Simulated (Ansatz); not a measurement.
Reactions of `O[SiH]([SiH3])[SiH3]`.

Computed with Ansatz on PBE0-D4/def2-TZVP structures; ΔE is electronic, products minus reactants. CBS: MP2 limit from def2 TZ/QZ plus the TZ coupled-cluster correction, frozen cores. This one scheme is used for every species. Functionals use def2-TZVPP. No spin–orbit coupling; open shells (•) take unrestricted orbitals. def2 core potentials past Kr. For In outer-core shells are correlated without core-valence functions, which leaves a few kJ/mol of doubt a bond. One conformer a species, not always the lowest.

| reaction | B2PLYP (eV) |
| --- | --- |
| `O[SiH]([SiH3])[SiH3]` + `O[SiH2]S` → `[SiH3]O[SiH2]S` + `O[SiH2][SiH3]` | -1.10 |
| `O[SiH]([SiH3])[SiH3]` → `[OH]`• + `[SiH3][SiH][SiH3]`• | 5.00 |
| `O[SiH]([SiH3])[SiH3]` + `N=C([SiH3])S` → `O[SiH]([SiH3])S` + `N=C([SiH3])[SiH3]` | -0.72 |
| `O[SiH]([SiH3])[SiH3]` + `BO[SiH2]S` → `[SiH3]O[SiH2]S` + `B[SiH](O)[SiH3]` | 0.53 |
| `O[SiH]([SiH3])[SiH3]` → `[SiH3]O[SiH2][SiH3]` | -1.12 |
| `O[SiH]([SiH3])[SiH3]` + `COB(O)O` → `OB(O)OC[SiH3]` + `O[SiH2][SiH3]` | 0.33 |
| `O[SiH]([SiH3])[SiH3]` + `C=[CH][In]([F])[F]` → `C=C[Si](O)([SiH3])[SiH3]` + `[F][InH][F]` | -0.16 |

(1) Give the CCSD(T)/CBS values in the same order. (Best estimate.)

Largest T1 diagnostic: 0.017, for `[F][InH][F]`.

Answers

(1) The calculation gave: -1.06, 5.15, -0.76, 0.51, -1.08, 0.35, -0.17 eV.
